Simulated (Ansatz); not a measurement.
BH₃InN, relaxed with RKS PBE0-D4/def2-TZVP in Ansatz 0.2.0 from a PBE-D4/def2-SVP geometry. The force threshold is 0.005 eV/Å; the program also tests the step.

Charge 0, multiplicity 1. In: def2 effective core potential. The bonds changed during the relaxation, so this is another structure than the one it started from.

Start:

```xyz
6

B    -0.547    0.390    0.074
N     0.733   -0.103    0.289
In    0.772   -1.727   -1.198
H    -1.088    1.320    0.653
H     1.342    0.313    1.000
H    -1.211   -0.193   -0.818
```

Question: How much energy does the relaxation release, and in how many steps? (Best estimate.)

Answer: Computed: 3.40 kJ/mol, in 6 steps.

Question: Which bonds change most? (Estimate.)

Answer: Computed: N2–In3 from 2.202 to 2.143 Å; B1–H6 from 1.255 to 1.229 Å; B1–H4 from 1.222 to 1.202 Å; N2–H5 from 1.025 to 1.010 Å.

Question: Give the relaxed structure. (Estimate.)

Answer: Computed: 
```xyz
6

B    -0.562    0.392    0.068
N     0.707   -0.117    0.264
In    0.834   -1.718   -1.156
H    -1.055    1.312    0.663
H     1.314    0.289    0.961
H    -1.238   -0.157   -0.799
```
